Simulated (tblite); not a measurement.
Here is a computed GFN2-xTB geometry (Å):
```
atom  x, y, z in Å
C1     3.0899   -0.5548   -1.4050
C2     2.6263   -0.2868   -0.1929
P3     1.7228    1.2560    0.2249
C4     0.0623    0.9527    0.2550
Si5   -0.8875    2.5590    0.5934
C6    -0.6797   -0.3284   -0.0555
C7    -2.1321   -0.2499    0.4263
C8    -0.6797   -0.5221   -1.5780
C9    -0.0365   -1.5469    0.6178
H10    2.8546    0.0710   -2.2520
H11    3.7077   -1.4163   -1.6073
H12    2.9183   -0.9022    0.6522
H13   -1.7473    2.8950   -0.5502
H14    0.0850    3.6310    0.7923
H15   -1.7355    2.4478    1.7852
H16   -2.6541   -1.1716    0.1744
H17   -2.6615    0.5747   -0.0433
H18   -2.1699   -0.1205    1.5052
H19   -1.2157   -1.4322   -1.8413
H20   -1.1664    0.3209   -2.0647
H21    0.3385   -0.5983   -1.9527
H22    0.1662   -1.3371    1.6668
H23   -0.7098   -2.4004    0.5631
H24    0.8923   -1.8210    0.1275
```

Neutral, closed shell.

(1) Which heavy atoms are bonded, and with what formal order?

(2) Which species is it?

(3) What is the point group of this geometry?

(4) Describe the place of each heavy atom.

(5) What is the arrangement about Si5?

(6) What is the arrangement about C2?

Answers

(1) C1–C2 1.33 Å (double); C2–P3 1.84 Å (single); P3–C4 1.69 Å (double); C4–Si5 1.90 Å (single); C4–C6 1.51 Å (single); C6–C7 1.53 Å (single); C6–C8 1.53 Å (single); C6–C9 1.53 Å (single). Bonds to hydrogen (Å): C1–H10 1.08; C1–H11 1.08; C2–H12 1.09; Si5–H13 1.47; Si5–H14 1.46; Si5–H15 1.47; C7–H16 1.09; C7–H17 1.09; C7–H18 1.09; C8–H19 1.09; C8–H20 1.09; C8–H21 1.09; C9–H22 1.09; C9–H23 1.09; C9–H24 1.09. The orders are those of one drawing; other resonance forms can be drawn.

(2) `C=C/P=C(/[SiH3])C(C)(C)C`, C7H15PSi. Among its features: C=C double bond, Si–H bond and C–Si bond.

(3) C1 (no symmetry element, even within 0.4 Å).

(4) C1: terminal =CH2 carbon; C2: alkene CH carbon; P3: phosphorus bonded to 2 C; C4: carbon bonded to C, P and Si; Si5: SiH3 silicon; C6: quaternary sp3 carbon; C7/C8/C9: methyl carbon.

(5) It has 4 neighbours (C4, H13, H14, H15) and is tetrahedral (angles from 108.1° to 111.7°).

(6) It has 3 neighbours (C1, P3, H12) and is almost planar (angles 123.4°, 120.2° and 115.6°, sum 359.2°, 0.07 Å off the plane of its three neighbours).
